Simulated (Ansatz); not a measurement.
Ansatz (a quantum-chemistry and plane-wave program) input:

Ansatz 0.2 input:
```yaml
crystal:
  periodic: [false, false, false]
  atoms:
    - {symbol: Sn, position_ang: [-0.00000000, 0.00000000, 0.00000000]}
    - {symbol: F, position_ang: [1.58922849, -0.94987449, -0.00796182]}
    - {symbol: F, position_ang: [0.02791970, 1.85123663, -0.01075104]}
    - {symbol: F, position_ang: [-1.61714819, -0.90136214, 0.01871286]}
basis:
  gaussian:
    orbitals: def2-TZVP
hamiltonian:
  xc: b3lyp
  dispersion: d3bj
total_charge: 1
phonons: {temperatures: {t_min: 298.15, t_max: 298.15, t_step: 100}}
```

Task: What final total energy does it print?

Result: -513.73441 Eh (B3LYP-D3(BJ)/def2-TZVP). The basis has 143 functions.
